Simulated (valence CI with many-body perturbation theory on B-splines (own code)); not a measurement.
**Ta67+: E2, E3, M2 decay**

Level of theory: relativistic CI+MBPT: four valence electrons over a frozen Dirac-Fock core [He], a basis of 11 s, 11 p, 10 d, 8 f, 5 g, 2 h functions for each j, with the one-electron correlation potential Σ1, the two-electron term Σ2, the three-electron term Σ3, Breit, model QED; selected CI, second order for the rest, scaled by the run's own slope (own B-spline code, finite nucleus).

No measured spectrum was set against this ion. As an estimate, large intervals hold to a few tenths of a per cent, small ones and those within an open d or f shell to about a per cent. Among the levels kept, up to 1300 cm⁻¹ of a level comes from second order outside the variational space, and about a tenth of that is noise between levels of different J, which matters for small intervals.

Lines 51 to 87 of 87 in falling wavelength, among levels below 112460 × 10³ cm⁻¹, chosen from the decays that carry over 1 % of a level's rate. Wavelengths and rates use the calculated energies. Electric multipoles are in the length gauge, E1 and E2 with the static RPA response of the core. Weak lines are less certain than strong ones. Lines between different terms over intervals too small for the method are left out, as are lines whose strength nearly cancels. The highest levels of a list are the least certain.

Levels are named by their leading jj configuration (3d3/2^4 stands for four electrons in 3d with j = 3/2), which in mixed levels can hold well under half, so a name can repeat and another be missing. Letters in brackets count levels of one name in rising energy.

| λ vac (Å) | Upper | Lower | Type | A (s⁻¹) | Branch % |
| --- | --- | --- | --- | --- | --- |
| 1.171 | (2s^2 2p3/2 3p3/2) J=1 | (2s^2 2p1/2 2p3/2) J=2 | E2 | 1.42e+12 | 10.1 |
| 1.170 | (2s 2p3/2^2 3p3/2) J=4 | (2s 2p1/2 2p3/2^2) J=2 [a] | E2 | 1.14e+12 | 19.9 |
| 1.169 | (2s^2 2p3/2 3p3/2) J=3 | (2s^2 2p1/2 2p3/2) J=1 | E2 | 9.86e+11 | 9.7 |
| 1.168 | (2s^2 2p3/2 3p3/2) J=1 | (2s^2 2p1/2 2p3/2) J=1 | E2 | 1.64e+11 | 1.2 |
| 1.167 | (2s^2 2p3/2 3p3/2) J=2 | (2s^2 2p1/2 2p3/2) J=2 | E2 | 1.15e+12 | 9.7 |
| 1.165 | (2s^2 2p3/2 3p3/2) J=2 | (2s^2 2p1/2 2p3/2) J=1 | E2 | 4.98e+11 | 4.2 |
| 1.164 | (2s^2 2p3/2 3p3/2) J=0 | (2s^2 2p1/2 2p3/2) J=2 | E2 | 1.62e+12 | 11.5 |
| 1.156 | (2s 2p1/2 2p3/2 3d5/2) J=5 | (2s 2p1/2^2 2p3/2) J=2 | E3 | 1.04e+10 | 7.5 |
| 1.155 | (2s 2p3/2^2 3d5/2) J=5 | (2s 2p1/2 2p3/2^2) J=3 | M2 | 2.71e+10 | 1.2 |
| 1.151 | (2s^2 2p3/2 3d5/2) J=4 | (2s^2 2p1/2 2p3/2) J=2 | M2 | 4.14e+10 | 13.6 |
| 1.151 | (2s^2 2p3/2 3d5/2) J=4 | (2s^2 2p1/2 2p3/2) J=2 | E3 | 4.19e+09 | 1.4 |
| 1.149 | (2s^2 2p3/2 3d5/2) J=4 | (2s^2 2p1/2 2p3/2) J=1 | E3 | 7.28e+09 | 2.4 |
| 1.138 | (2p1/2^2 2p3/2 3d3/2) J=2 | (2s 2p1/2^2 2p3/2) J=1 | E2 | 3.13e+12 | 1.9 |
| 1.137 | (2p1/2^2 2p3/2 3d3/2) J=3 | (2s 2p1/2^2 2p3/2) J=1 | E2 | 4.22e+12 | 7.3 |
| 1.137 | (2s 2p1/2 2p3/2 3d3/2) J=4 | (2s^2 2p1/2 2p3/2) J=2 | E2 | 4.79e+12 | 21.3 |
| 1.135 | (2s 2p1/2^2 3d3/2) J=2 | (2s^2 2p1/2^2) J=0 | E2 | 5.39e+12 | 2.0 |
| 1.131 | (2s 2p1/2 2p3/2 3d5/2) J=4 [a] | (2s^2 2p1/2 2p3/2) J=2 | E2 | 5.81e+11 | 1.5 |
| 1.129 | (2s 2p1/2 2p3/2 3d3/2) J=3 [c] | (2s^2 2p1/2 2p3/2) J=2 | E2 | 2.97e+12 | 2.5 |
| 1.129 | (2p1/2^2 2p3/2 3d3/2) J=2 | (2s 2p1/2^2 2p3/2) J=2 | E2 | 5.64e+12 | 3.5 |
| 1.128 | (2p1/2^2 2p3/2 3d3/2) J=3 | (2s 2p1/2^2 2p3/2) J=2 | E2 | 4.47e+12 | 7.8 |
| 1.128 | (2p1/2^2 2p3/2 3d3/2) J=1 | (2s 2p1/2^2 2p3/2) J=2 | E2 | 8.06e+12 | 1.9 |
| 1.127 | (2p1/2^2 2p3/2 3d3/2) J=0 | (2s 2p1/2^2 2p3/2) J=2 | E2 | 8.73e+12 | 28.9 |
| 1.127 | (2s 2p3/2^2 3d5/2) J=4 [a] | (2s^2 2p3/2^2) J=2 | E2 | 3.82e+12 | 44.3 |
| 1.126 | (2p1/2 2p3/2^2 3d3/2) J=1 | (2s 2p1/2 2p3/2^2) J=2 [a] | E2 | 7.14e+12 | 3.0 |
| 1.126 | (2p1/2 2p3/2^2 3d3/2) J=2 | (2s 2p1/2 2p3/2^2) J=2 [a] | E2 | 6.23e+12 | 3.3 |
| 1.125 | (2p1/2 2p3/2^2 3d3/2) J=0 | (2s 2p1/2 2p3/2^2) J=2 [a] | E2 | 7.68e+12 | 2.0 |
| 1.125 | (2p1/2 2p3/2^2 3d3/2) J=3 | (2s 2p1/2 2p3/2^2) J=2 [a] | E2 | 3.81e+12 | 1.1 |
| 1.123 | (2s 2p3/2^2 3d5/2) J=1 [a] | (2s^2 2p3/2^2) J=2 | E2 | 1.32e+13 | 1.2 |
| 1.120 | (2s 2p3/2^2 3d5/2) J=2 [b] | (2s^2 2p3/2^2) J=0 | E2 | 1.08e+13 | 3.5 |
| 1.118 | (2p1/2^2 2p3/2 3d5/2) J=4 | (2s 2p1/2^2 2p3/2) J=2 | E2 | 8.90e+12 | 56.0 |
| 1.118 | (2s 2p1/2 2p3/2 3d5/2) J=4 [c] | (2s^2 2p1/2 2p3/2) J=2 | E2 | 6.23e+12 | 1.2 |
| 1.117 | (2s 2p1/2 2p3/2 3d5/2) J=3 [c] | (2s^2 2p1/2 2p3/2) J=1 | E2 | 6.29e+12 | 1.7 |
| 1.115 | (2s 2p3/2^2 3d5/2) J=4 [b] | (2s^2 2p3/2^2) J=2 | E2 | 8.48e+12 | 24.6 |
| 1.115 | (2s 2p3/2^2 3d5/2) J=3 [b] | (2s^2 2p3/2^2) J=2 | E2 | 1.92e+12 | 5.1 |
| 0.9877 | (2s^2 2p1/2 4f7/2) J=4 | (2s^2 2p1/2 2p3/2) J=2 | E2 | 5.75e+12 | 1.9 |
| 0.9862 | (2s^2 2p1/2 4f7/2) J=3 | (2s^2 2p1/2 2p3/2) J=1 | E2 | 4.98e+12 | 1.6 |
| 0.8935 | (2s^2 2p1/2 4f5/2) J=2 | (2s^2 2p1/2^2) J=0 | E2 | 5.52e+12 | 1.7 |
